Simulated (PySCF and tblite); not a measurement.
The numbers below are computed, except where a source is named.
C6H6O3, numbered as in [CH3:1][C:2](=[O:3])[c:4]1[cH:5][c:6]([OH:7])[cH:8][o:9]1.

Conformers came from 90 starts (ETKDG and KDG, MMFF94s, GFN2-xTB); geometries are GFN2-xTB. Energies: PBE0-D3(BJ)/pcSseg-1, with GFN2-xTB thermal terms (modes under about 100 cm⁻¹ blended into free rotors). Symmetry numbers and mirror images are counted. Conformers within 2.5 kcal/mol (GFN2-xTB free energy) were kept, 4 at most. GIAO shieldings: PBE0/pcSseg-1. Shifts are against TMS (¹H), TMS (¹³C) at the same level. Codes: tblite and PySCF.

Torsions listed: O3–C2–C4–O9, C5–C6–O7–H7.

```csv
conformer,shape,symmetry,E(GFN2) kcal/mol,E(DFT) kcal/mol
1,"180°, 0°",Cs,0.00,0.00
2,"180°, 180°",Cs,0.78,0.30
```

Problem. How much do the weights at 298.15 K and the averaged shift of H5 depend on how the conformers are weighted?

Solution. 
```json
{"weighting": "DFT energy with thermal terms, symmetry and mirror images (full scheme)", "1 (%)": "62", "2 (%)": "38", "δ (ppm)": "7.15", "rms dipole (D)": "3.20"}
{"weighting": "DFT energy with symmetry and mirror images", "1 (%)": "62", "2 (%)": "38", "δ (ppm)": "7.15", "rms dipole (D)": "3.18"}
{"weighting": "bare DFT energy", "1 (%)": "62", "2 (%)": "38", "δ (ppm)": "7.15", "rms dipole (D)": "3.18"}
{"weighting": "GFN2-xTB energy with symmetry and mirror images", "1 (%)": "79", "2 (%)": "21", "δ (ppm)": "7.10", "rms dipole (D)": "2.73"}
{"weighting": "GFN2-xTB free energy", "1 (%)": "78", "2 (%)": "22", "δ (ppm)": "7.11", "rms dipole (D)": "2.74"}
{"weighting": "leading conformer alone", "1 (%)": "100", "2 (%)": "0", "δ (ppm)": "7.05", "rms dipole (D)": "2.01"}
{"weighting": "equal weights", "1 (%)": "50", "2 (%)": "50", "δ (ppm)": "7.18", "rms dipole (D)": "3.48"}
{"weighting": "full scheme, search stopped after three starts", "1 (%)": "100", "2 (%)": "0", "δ (ppm)": "7.05", "rms dipole (D)": "2.01"}
```

The largest departure from the full scheme, 0.10 ppm, comes with: leading conformer alone.

Other tautomers (keto or thione forms) aren't considered and may dominate.


Conformer gaps in pcSseg-1 on xTB geometries can be 2 kcal/mol off for S=O, P=O and other polar bonds.